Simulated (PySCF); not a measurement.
**Name the molecule from its bond curve**

A diatomic of charge +1 contains Hg. Its doublet curve at UHF in a double-zeta basis (scalar-relativistic core potentials, PySCF), in eV from the separated fragments:

```csv
R (Å),E (eV)
2.484,-0.114
2.599,-0.319
2.715,-0.443
2.801,-0.497
2.888,-0.526
2.975,-0.537
3.090,-0.531
3.235,-0.501
3.408,-0.448
3.639,-0.370
```

The fit gives ωe = 147 cm⁻¹ and the rotational constant Bₑ = 0.08762 cm⁻¹.

Question: Which atom is the partner?

Answer: The minimum lies at 2.996 Å, so the reduced mass is 16.8576 u Å² cm⁻¹/(Bₑ·Re²) = 21.43 u. With Hg at 201.97 u the partner weighs about 24.0 u: Mg. The molecule is MgHg⁺.

Spin–orbit coupling is left out. The state was picked by a PBE0 search and need not be the measured ground state.
